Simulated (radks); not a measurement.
Values are calculated unless marked as measured or tabulated.
Isoelectronic series with 13 electrons, all held in the configuration [Ne] 3s2 3p1, which need not be the ground one along the series. Code: a radial shooting solver on a logarithmic mesh with Libxc functionals. Model: scalar-relativistic Kohn-Sham, r2SCAN, spin-polarised, spherical densities, finite nucleus; open shells are filled with parallel spins first (spin-orbit coupling, left out, can overturn this in heavy ions); meta-GGA in the generalised Kohn-Sham scheme; Fermi nuclear charge, rms radius of each element as measured or else 0.836 A^(1/3) + 0.57 fm. Total energies (hartree) and orbital eigenvalues (eV):

\begin{tabular}{lrrrr}
ion & E (hartree) & 3p up & 3s down & 3s up \\ \hline
Al & -242.79133 & -3.0571 & -7.3873 & -8.3617 \\
P2+ & -340.97135 & -24.9267 & -33.3095 & -35.1571 \\
Cl4+ & -456.81245 & -60.4063 & -72.8776 & -75.4520 \\
K6+ & -590.33070 & -108.6313 & -125.2492 & -128.5019 \\
Sc8+ & -741.58550 & -169.3381 & -190.1969 & -194.1043 \\
V10+ & -910.65795 & -242.4249 & -267.6560 & -272.2051 \\
Mn12+ & -1097.64472 & -327.8553 & -357.6287 & -362.8119 \\
Co14+ & -1302.65631 & -425.6251 & -460.1535 & -465.9663 \\
Cu16+ & -1525.81597 & -535.7494 & -575.2916 & -581.7318 \\
Ga18+ & -1767.25971 & -658.2559 & -703.1221 & -710.1888 \\
As20+ & -2027.13658 & -793.1817 & -843.7385 & -851.4318 \\
Br22+ & -2305.60894 & -940.5716 & -997.2478 & -1005.569 \\
Rb24+ & -2602.85260 & -1100.477 & -1163.769 & -1172.720 \\
\end{tabular}
